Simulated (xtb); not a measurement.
xtb input (GFN1-xTB):

```bash
xtb mol.xyz --gfn 1 --sp --chrg -1 --uhf 0
```
mol.xyz:
```
4

B      0.15431734    -0.02991672     0.03684712
F     -0.50430122     1.20968830     0.10957048
F     -0.79783028    -0.95725066    -0.42048687
O      1.36844961    -0.26529440     0.32675150
```

Output:

```
           -------------------------------------------------
          |                Calculation Setup                |
           -------------------------------------------------

           -------------------------------------------------
          |                 G F N 1 - x T B                 |
           -------------------------------------------------

        Reference                      10.1021/acs.jctc.7b00118
      * Hamiltonian:
        H0-scaling (s, p, d)           1.850000    2.250000    2.000000
        zeta-weighting                 0.000000
      * Dispersion:
        s8                             2.400000
        a1                             0.630000
        a2                             5.000000
        s9                             0.000000
      * Repulsion:
        kExp                           1.500000
        rExp                           1.000000
      * Coulomb:
        alpha                          2.000000
        third order                    atomic
        anisotropic                    false
      * Halogen bond correction:
        rad-scale                      1.300000
        damping                        0.440000

          ...................................................
          :                      SETUP                      :
          :.................................................:
          :  # basis functions                  16          :
          :  # atomic orbitals                  16          :
          :  # shells                            8          :
          :  # electrons                        24          :
          :  # halogen bonds                     0          :
          :  max. iterations                   250          :
          :  Hamiltonian                  GFN1-xTB          :
          :  restarted?                      false          :
          :  GBSA solvation                  false          :
          :  PC potential                    false          :
          :  electronic temp.          300.0000000     K    :
          :  accuracy                    1.0000000          :
          :  -> integral cutoff          0.2500000E+02      :
          :  -> integral neglect         0.1000000E-07      :
          :  -> SCF convergence          0.1000000E-05 Eh   :
          :  -> wf. convergence          0.2000000E-04 e    :
          :  Broyden damping             0.4000000          :
          :  net charge                         -1          :
          :  unpaired electrons                  0          :
          ...................................................

 iter      E             dE          RMSdq      gap      omega  full diag
   1    -16.6895833 -0.166896E+02  0.989E+00   11.45       0.0  T
   2    -16.8218615 -0.132278E+00  0.503E+00    8.76       1.0  T
   3    -16.8231190 -0.125749E-02  0.215E+00    8.25       1.0  T
   4    -16.8224608  0.658255E-03  0.646E-01    8.82       1.0  T
   5    -16.8239811 -0.152031E-02  0.310E-01    8.35       1.0  T
   6    -16.8244135 -0.432374E-03  0.189E-02    8.50       2.6  T
   7    -16.8244145 -0.100241E-05  0.111E-02    8.50       4.5  T
   8    -16.8244150 -0.509702E-06  0.169E-03    8.50      29.6  T
   9    -16.8244150 -0.120336E-07  0.106E-06    8.50   47197.6  T
  10    -16.8244150 -0.142109E-13  0.820E-07    8.50   61001.1  T

   *** convergence criteria satisfied after 10 iterations ***

         #    Occupation            Energy/Eh            Energy/eV
      -------------------------------------------------------------
         1        2.0000           -0.5765165             -15.6878
       ...           ...                  ...                  ...
         6        2.0000           -0.3082475              -8.3878
         7        2.0000           -0.2952941              -8.0354
         8        2.0000           -0.2750944              -7.4857
         9        2.0000           -0.2634976              -7.1701
        10        2.0000           -0.2471705              -6.7259
        11        2.0000           -0.2303438              -6.2680
        12        2.0000           -0.2084328              -5.6717 (HOMO)
        13                          0.1037934               2.8244 (LUMO)
        14                          0.2721605               7.4059
        15                          0.4605905              12.5333
        16                          1.0488369              28.5403
      -------------------------------------------------------------
                  HL-Gap            0.3122263 Eh            8.4961 eV
             Fermi-level           -0.0523197 Eh           -1.4237 eV

 SCC (total)                   0 d,  0 h,  0 min,  0.002 sec
 SCC setup                      ...        0 min,  0.000 sec (  3.613%)
 Dispersion                     ...        0 min,  0.000 sec (  2.091%)
 classical contributions        ...        0 min,  0.000 sec (  0.952%)
 integral evaluation            ...        0 min,  0.000 sec ( 18.290%)
 iterations                     ...        0 min,  0.001 sec ( 41.980%)
 molecular gradient             ...        0 min,  0.000 sec ( 25.482%)
 printout                       ...        0 min,  0.000 sec (  7.254%)

         :::::::::::::::::::::::::::::::::::::::::::::::::::::
         ::                     SUMMARY                     ::
         :::::::::::::::::::::::::::::::::::::::::::::::::::::
         :: total energy             -16.767948453087 Eh    ::
         :: gradient norm              0.047210703444 Eh/a0 ::
         :: HOMO-LUMO gap              8.496109048637 eV    ::
         ::.................................................::
         :: SCC energy               -16.824414984149 Eh    ::
         :: -> electrostatic           0.255886386940 Eh    ::
         :: repulsion energy           0.056963406774 Eh    ::
         :: dispersion energy         -0.000496875712 Eh    ::
         :: halogen bond corr.         0.000000000000 Eh    ::
         :: add. restraining           0.000000000000 Eh    ::
         :: total charge              -1.000000000000 e     ::
         :::::::::::::::::::::::::::::::::::::::::::::::::::::

           -------------------------------------------------
          |                Property Printout                |
           -------------------------------------------------

    * Orbital Energies and Occupations

         #    Occupation            Energy/Eh            Energy/eV
      -------------------------------------------------------------
         1        2.0000           -0.5765165             -15.6878
         2        2.0000           -0.5717441             -15.5579
         3        2.0000           -0.4706988             -12.8084
         4        2.0000           -0.3439494              -9.3593
         5        2.0000           -0.3095752              -8.4240
         6        2.0000           -0.3082475              -8.3878
         7        2.0000           -0.2952941              -8.0354
         8        2.0000           -0.2750944              -7.4857
         9        2.0000           -0.2634976              -7.1701
        10        2.0000           -0.2471705              -6.7259
        11        2.0000           -0.2303438              -6.2680
        12        2.0000           -0.2084328              -5.6717 (HOMO)
        13                          0.1037934               2.8244 (LUMO)
        14                          0.2721605               7.4059
        15                          0.4605905              12.5333
        16                          1.0488369              28.5403
      -------------------------------------------------------------
                  HL-Gap            0.3122263 Eh            8.4961 eV
             Fermi-level           -0.0523197 Eh           -1.4237 eV
Note: The following floating-point exceptions are signalling: IEEE_DENORMAL
normal termination of xtb

  Mulliken/CM5 charges         n(s)   n(p)   n(d)
     1B     0.63519  0.50956   0.769  1.596  0.000
     2F    -0.44315 -0.39849   1.842  5.601  0.000
     3F    -0.44315 -0.39849   1.842  5.601  0.000
     4O    -0.74889 -0.71258   1.728  5.020  0.000

Wiberg/Mayer (AO) data.
largest (>0.10) Wiberg bond orders for each atom

 ---------------------------------------------------------------------------
     #   Z sym  total        # sym  WBO       # sym  WBO       # sym  WBO
 ---------------------------------------------------------------------------
     1   5 B    3.272 --     4 O    1.673     2 F    0.799     3 F    0.799
     2   9 F    0.906 --     1 B    0.799
     3   9 F    0.906 --     1 B    0.799
     4   8 O    1.817 --     1 B    1.673
 ---------------------------------------------------------------------------

Topologies differ in total number of bonds
Writing topology from bond orders to xtbtopo.mol

 dipole moment from electron density (au)
     X       Y       Z
  -0.9861   0.1912  -0.2355  total (Debye):    2.622

           -------------------------------------------------
          | TOTAL ENERGY              -16.767948453087 Eh   |
          | GRADIENT NORM               0.047210703444 Eh/α |
          | HOMO-LUMO GAP               8.496109048637 eV   |
           -------------------------------------------------

------------------------------------------------------------------------
------------------------------------------------------------------------
 total:
 SCF:
```

It need not be the lowest isomer of its formula. Whether it binds its extra electron was not tested at this geometry.
